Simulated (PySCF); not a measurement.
PySCF 2.14 output of an unrestricted r2SCAN calculation on a single atom or ion in aug-cc-pV(T+d)Z with one added diffuse shell each of s, p, d, f type (7s6p5d3f, 71 functions), with the non-relativistic Hamiltonian (point nucleus):

```
SCF conv_tol = 1e-09
number electrons alpha = 6  beta = 5
    J. W. Furness, A. D. Kaplan, J. Ning, J. P. Perdew, and J. Sun.,  J. Phys. Chem. Lett. 11, 8208-8215 (2020)
    J. W. Furness, A. D. Kaplan, J. Ning, J. P. Perdew, and J. Sun.,  J. Phys. Chem. Lett. 11, 9248-9248 (2020)
    J. W. Furness, A. D. Kaplan, J. Ning, J. P. Perdew, and J. Sun.,  J. Phys. Chem. Lett. 11, 8208-8215 (2020)
    J. W. Furness, A. D. Kaplan, J. Ning, J. P. Perdew, and J. Sun.,  J. Phys. Chem. Lett. 11, 9248-9248 (2020)
cycle= 1 E= -240.926331679501  delta_E= -0.00143  |g|= 0.00954  |ddm|= 0.121
cycle= 2 E= -240.926351634685  delta_E= -2e-05  |g|= 0.00431  |ddm|= 0.0133
cycle= 3 E= -240.926354691183  delta_E= -3.06e-06  |g|= 0.000113  |ddm|= 0.00329
cycle= 4 E= -240.926354721917  delta_E= -3.07e-08  |g|= 1.43e-06  |ddm|= 0.000468
cycle= 5 E= -240.92635472192  delta_E= -3.15e-12  |g|= 1.56e-07  |ddm|= 5.74e-06
converged SCF energy = -240.92635472192  <S^2> = 0.75001272  2S+1 = 2.0000127
```

The run itself started from symmetry-adapted Hartree-Fock orbitals and held the occupation by maximum overlap, on a logarithmic radial grid, so the iterations belong to that start.

Question: Which element, charge and spin multiplicity is this?

Answer: Al²⁺ (aluminium, charge +2), multiplicity 2; the state was [Ne] 3d1, 2D determinant (an excited configuration).

The outer electron is Rydberg-like, and this basis confines it to a smaller radius and binds it less than a complete one would.
